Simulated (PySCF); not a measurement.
Computed vibrations of [Eu(NH)(H2O)]+

[Eu(NH)(H2O)]+ (singlet in the valence; each metal's 4f electrons, 6 of them, lie in its core potential, out of spins and levels). PySCF 2.14.0, RKS PBE, Eu lcecp-1-SVP with ECP52, N def2-SVP, H def2-SVP, O def2-SVP; non-relativistic Hamiltonian with scalar-relativistic core potentials where named; density fitting; no spin-orbit coupling. Central differences of gradients.

```xyz
6

Eu    0.0873    0.0000   -0.2554
N     1.4254    0.0000    1.0908
H     2.1147    0.0000    1.8560
O    -1.9399    0.0000    1.1545
H    -2.1872    0.7705    1.7081
H    -2.1872   -0.7705    1.7081
```

Run from Python with OMP_NUM_THREADS=2. Where DIIS fails, smearing, a level shift and second-order steps follow.
It took 56 s on 2 threads of Arm Neoverse V1, with other jobs on the host.

Question: What are the harmonic wavenumbers and infrared intensities?

Answer: Modes are labelled in Cs; negative numbers are unstable modes, those under 60 cm⁻¹ near the noise; a finer grid moves soft modes by up to 10 cm⁻¹.
| cm⁻¹ | km/mol | symmetry |
| --- | --- | --- |
| -246 | – | a'' |
| 111 | 27.5 | a' |
| 292 | 8.6 | a' |
| 406 | 275.6 | a' |
| 478 | 34.5 | a'' |
| 598 | 209.0 | a' |
| 626 | 257.6 | a'' |
| 829 | 107.3 | a' |
| 1618 | 81.2 | a' |
| 3470 | 92.7 | a' |
| 3656 | 148.8 | a' |
| 3723 | 179.1 | a'' |

Question: Is this a minimum?

Answer: No: 1 unstable; the lowest moves the atoms so:
```
Eu   0.00  0.00  0.00
N    0.00 -0.04  0.00
H    0.00 -0.05  0.00
O    0.00 -0.02  0.00
H   -0.51  0.15 -0.47
H    0.51  0.15  0.47
```

An lcecp potential fixes the number of 4f electrons, so in runs with it no electron can move into or out of that shell.
